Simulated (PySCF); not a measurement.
Computed shifts of a molecule CH9ClN2Si2, PySCF with PBE/pcSseg-1, GIAO, gas phase, atoms alike by connectivity averaged where their shifts nearly agree, in ppm (number of nuclei): ¹³C: 4.4 (1). ²⁹Si: 11.7 (1), -49.9 (1). ¹⁵N: 48.7 (1), 5.0 (1). ¹H: 5.19 (1), 5.11 (1), 1.31 (1), 1.10 (1), 0.73 (3), -0.05 (1), -0.22 (1). References: ¹³C against TMS (σ = 182.0 ppm); ²⁹Si against TMS (σ = 335.4 ppm); ¹⁵N against NH3 (σ = 267.0 ppm); ³⁵Cl against HCl (σ = 936.5 ppm); ¹H against TMS (σ = 31.49 ppm), references at their B3LYP-D3(BJ)/def2-TZVP geometries, non-relativistic (without spin–orbit terms, shifts of atoms bonded to Cl or Br come out too high). Geometry: r2SCAN-D4/def2-SVP. The values are those of a single conformer.

Which structure fits?
A) CN[Si@H](Cl)[SiH2]N
B) C[SiH2][Si](N)(N)Cl
C) C[Si@@](N)(Cl)[SiH2]N
D) CN[SiH2]N[SiH2]Cl

C, C[Si@@](N)(Cl)[SiH2]N
